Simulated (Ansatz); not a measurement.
Cost and result for the atomization energy of C₂H₇GaOSi, SMILES `[SiH3]O/C=[CH]\[GaH2]` (12 atoms, 11 bonds).

```csv
atom,x (Å),y (Å),z (Å)
Si1,1.301,0.615,-0.791
O2,-0.183,0.806,-1.465
C3,-1.245,0.041,-1.051
C4,-1.333,-0.566,0.125
Ga5,-0.089,-0.479,1.658
H6,2.138,1.745,-1.241
H7,1.229,0.737,0.726
H8,1.890,-0.708,-1.090
H9,-2.014,0.010,-1.817
H10,-2.256,-1.123,0.270
H11,0.945,-1.639,1.881
H12,-0.383,0.563,2.794
```

Charge 0, multiplicity 1. Correlated methods include outer-core shells of Ga, which these sets cover unevenly. Scalar relativity is left out up to krypton. Geometry: relaxed with PBE0-D4/def2-TZVP. It is one conformer, not always the lowest. Program: Ansatz. All runs use 4 threads of an Arm Neoverse V1 on a shared host. Times are those of one run each, without the atoms' runs, and a repeat can differ threefold. Electronic energies, without spin–orbit coupling; frozen cores. CCSD(T)/CBS adds CCSD(T) − MP2 in def2-TZVPP to the MP2 limit, and its time is that of the two runs behind it. T1 = 0.014. With those shells the extrapolation isn't a true limit. B3LYP takes the VWN-RPA correlation (the form of Gaussian; ORCA's B3LYP/G). HSE06 is the plane-wave form, built on full-range PBE exchange.

CCSD(T)/CBS is a level of theory with its own doubt, some kJ/mol a heavy atom from the limit and from the frozen cores, so smaller differences don't rank the functionals.

| level | functions | wall time |
| --- | --- | --- |
| revPBE-D4/def2-TZVPP | 281 | 3.4 s |
| BLYP-D4/def2-TZVPP | 281 | 3.4 s |
| HSE06-D4/def2-TZVPP | 281 | 6 s |
| BHLYP-D4/def2-TZVPP | 281 | 6 s |
| r2SCAN-D4/def2-TZVPP (with forces) | 281 | 8.5 s |
| B3LYP-D4/def2-TZVPP (with forces) | 281 | 9 s |
| B2PLYP/def2-TZVPP | 281 | 10 s |
| ωB97X-V/def2-TZVPP | 281 | 14 s |
| CCSD(T)/def2-SVP | 127 | 15 s |
| ωB97M-V/def2-TZVPP (with forces) | 281 | 21 s |
| MP2/def2-QZVPP | 540 | 44 s |
| CCSD(T)/def2-TZVPP | 281 | 7.2 min |
| CCSD(T)/CBS(def2) | – | 7.9 min |

Problem. What atomization energy does each give, and how far from CCSD(T)/CBS? (Estimate.)

Solution. The calculation gave: 
| level | atomization (kJ/mol) | difference from CCSD(T)/CBS | per bond |
| --- | --- | --- | --- |
| revPBE-D4/def2-TZVPP | 4068.9 | -63.2 | -5.7 |
| BLYP-D4/def2-TZVPP | 4089.4 | -42.7 | -3.9 |
| HSE06-D4/def2-TZVPP | 4106.2 | -25.9 | -2.4 |
| BHLYP-D4/def2-TZVPP | 4007.4 | -124.7 | -11.3 |
| r2SCAN-D4/def2-TZVPP (with forces) | 4137.5 | 5.4 | 0.5 |
| B3LYP-D4/def2-TZVPP (with forces) | 4105.9 | -26.2 | -2.4 |
| B2PLYP/def2-TZVPP | 4066.1 | -66.0 | -6.0 |
| ωB97X-V/def2-TZVPP | 4136.3 | 4.2 | 0.4 |
| CCSD(T)/def2-SVP | 3889.6 | -242.5 | -22.0 |
| ωB97M-V/def2-TZVPP (with forces) | 4122.9 | -9.2 | -0.8 |
| MP2/def2-QZVPP | 4142.3 | 10.2 | 0.9 |
| CCSD(T)/def2-TZVPP | 4037.3 | -94.8 | -8.6 |
| CCSD(T)/CBS(def2) | 4132.1 | 0.0 | 0.0 |

Leaving LDA and LC-ωPBE aside and taking each functional with its dispersion term where it has one, the values, not all of them listed here, spread over 156.3 kJ/mol, from BHLYP-D4 to PBE-D4. LDA lies +572.1 kJ/mol from PBE without D4, its usual overbinding. From PBE to PBE0 (25 % exact exchange), in def2-TZVPP and without D4, the atomization energy moves by −54.9 kJ/mol: exact exchange takes away binding that semilocal exchange gives to molecules. At CCSD(T), def2-SVP lies −242.5 kJ/mol from the extrapolated value and def2-TZVPP −94.8 kJ/mol: correlation converges slowly with the basis, and small sets miss more of it in the bonded molecule than in its fragments.
